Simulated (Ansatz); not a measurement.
Cl4Sb (SMILES [Cl][Sb+]([Cl])([Cl])[Cl]), charge +1, singlet, at a GFN2-xTB geometry (all electrons, no relativity); BHLYP/STO-3G (Ansatz, a quantum-chemistry and plane-wave program).

Here is a job for Ansatz.
Ansatz 0.2 input:
```yaml
crystal:
  periodic: [false, false, false]
  atoms:
    - {symbol: Sb, position_ang: [-0.00000000, -0.00000000, 0.00000000]}
    - {symbol: Cl, position_ang: [1.84740184, -0.63968342, -1.20239968]}
    - {symbol: Cl, position_ang: [0.62122222, 0.48888872, 2.15474458]}
    - {symbol: Cl, position_ang: [-0.93603228, 1.85924544, -0.96690403]}
    - {symbol: Cl, position_ang: [-1.53259177, -1.70845074, 0.01455913]}
basis:
  gaussian:
    orbitals: STO-3G
hamiltonian:
  xc: {name: BHLYP}
total_charge: 1
accuracy: high
```

Output, abridged:

```
Functional definition: BHLYP
1092 factors; integrals over basis functions are off by at most 6.4e-9 eV
mean field evaluation 1: about -219707.8936 eV, gradient 3.0e1 eV
mean field evaluation 2: about -219711.4196 eV, gradient 2.0e1 eV
mean field evaluation 4: about -219713.5051 eV, gradient 3.8e-1 eV
mean field evaluation 8: about -219713.5805 eV, gradient 3.5e-3 eV
mean field evaluation 16: about -219713.5805 eV, gradient 8.9e-9 eV
mean field -219713.58053184 eV, -8074.3251573313 hartree, gradient 8.7e-9 eV, S^2 0.000000; 0 other end points of the search recorded, 0 dependent functions left out
reference -219713.58055625 eV, -8074.3251582285 hartree; 59, 59 occupied and 4, 4 virtual orbitals, 1092 factors
Total energy: -219713.58055625 eV, -8074.3251582285 hartree
```
